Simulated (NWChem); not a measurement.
Molecule: C4H7N; SMILES CCCC#N

```xyz
12

C      0.0046     2.3133     0.0000
C     -0.5289     0.8786     0.0000
C      0.6154    -0.1578     0.0000
C      0.1291    -1.5410     0.0000
N     -0.2758    -2.6289     0.0000
H     -0.8194     3.0345     0.0000
H      0.6203     2.5103     0.8859
H      0.6203     2.5103    -0.8859
H     -1.1618     0.7097    -0.8790
H     -1.1618     0.7097     0.8790
H      1.2557    -0.0152     0.8801
H      1.2557    -0.0152    -0.8801
```
Atoms are numbered in this order, from 1.

Results from NWChem. Structure relaxed at the B3LYP/6-31G* (spherical d) level.

Among these, which level gives the highest value of “dipole (D)”?
A. Hartree-Fock/def2-TZVP
B. PBE0/def2-TZVP
C. CAM-B3LYP/def2-TZVP
D. PBE/def2-TZVP

A, Hartree-Fock/def2-TZVP. Values: PBE/def2-TZVP 4.20; PBE0/def2-TZVP 4.28; CAM-B3LYP/def2-TZVP 4.30; Hartree-Fock/def2-TZVP 4.50
